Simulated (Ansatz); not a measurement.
Correlation energies of CH4AlNOS by basis set

```xyz
9

N     0.298   -1.463   -1.573
C     0.142   -0.834   -0.504
O     0.017    0.565   -0.609
S     0.025   -1.219    1.186
Al   -0.233    1.062    1.278
H     0.379   -2.463   -1.427
H     0.052    0.858   -1.531
H     1.030    1.897    1.734
H    -1.712    1.596    1.445
```

Total charge 0; spin multiplicity 1. The bonds changed during the relaxation, so this is another structure than the one it started from. Geometry: relaxed with PBE0-D4/def2-TZVP. It is one conformer, not always the lowest. Frozen core, restricted reference, Ansatz. CBS rows extrapolate triple and quadruple zeta; past MP2 they add the triple-zeta difference.

```csv
basis,HF (Eh),MP2 corr.,CCSD corr.,(T),CCSD(T) total
def2-TZVPP,-809.08597,-0.85182,-0.88411,-0.04029,-810.01037
def2-QZVPP,-809.11195,-0.91775,–,–,–
CBS(def2),-809.11553,-0.96659,-0.99888,as TZ,-810.15470
```
